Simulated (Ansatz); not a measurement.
`[SiH3][SiH2][GeH2][SiH3]` → `[GeH2]` + `[SiH3][SiH2][SiH3]` at 400 K and 1 bar (germylene formation by 1,1-elimination).

Isolated molecules relaxed with PBE0-D4/def2-TZVP in Ansatz; ΔE leaves out vibrations. CCSD(T)/CBS is the MP2 limit (def2-TZVPP, def2-QZVPP) plus CCSD(T) − MP2 in def2-TZVPP, frozen cores. For Ge outer-core shells are correlated without core-valence functions, which leaves a few kJ/mol of doubt a bond. Scalar relativity is left out up to krypton. One conformer a species, not always the lowest.

```json
{"species": "`[SiH3][SiH2][GeH2][SiH3]`", "CCSD(T)/CBS energy (Eh)": "-2949.35414", "H − E (kJ/mol)": "263.6", "S (J/(mol·K))": "481.8"}
{"species": "`[GeH2]`", "CCSD(T)/CBS energy (Eh)": "-2077.24753", "H − E (kJ/mol)": "42.4", "S (J/(mol·K))": "231.0"}
{"species": "`[SiH3][SiH2][SiH3]`", "CCSD(T)/CBS energy (Eh)": "-872.02658", "H − E (kJ/mol)": "209.1", "S (J/(mol·K))": "385.6"}
```

H − E and S are ideal-gas, rigid-rotor, harmonic terms from PBE0-D4/def2-TZVP, for one conformer and one mirror image of each species. 1 Eh = 2625.50 kJ/mol, R = 8.31446 J/(mol·K).

Problem. By hand: ΔE, ΔH, ΔS and ΔG.

Solution. ΔE = (-2077.24753) + (-872.02658) − (-2949.35414) = 0.08003 Eh = 210.1 kJ/mol. Δ(H − E) = 42.4 + 209.1 − 263.6 = -12.1, so ΔH = 198.0 kJ/mol. ΔS = 231.0 + 385.6 − 481.8 = 134.8 J/(mol·K). ΔG = 198.0 − 400 × (134.8)/1000 = 144.1 kJ/mol.

Problem. By hand: the equilibrium constant, and the temperature at which ΔG would vanish if ΔH and ΔS stayed fixed.

Solution. log₁₀ K = −ΔG/(RT ln 10) = -18.8. ΔG = 0 at ΔH/ΔS = 1469 K.

The number of gas molecules changes by +1, which sets the sign of ΔS. A doubt of 5 kJ/mol in ΔE shifts log₁₀ K by 0.7 here. Other conformers and mirror images would add mixing entropy, several J/(mol·K) or more a flexible species. Modes under 60 cm⁻¹, often nearly free rotors, make the harmonic entropy too high. These are equilibria of isolated gas molecules and say nothing of rates. Largest T1 diagnostic: 0.013 (customary marks: 0.02 for closed shells, 0.045 for open ones).
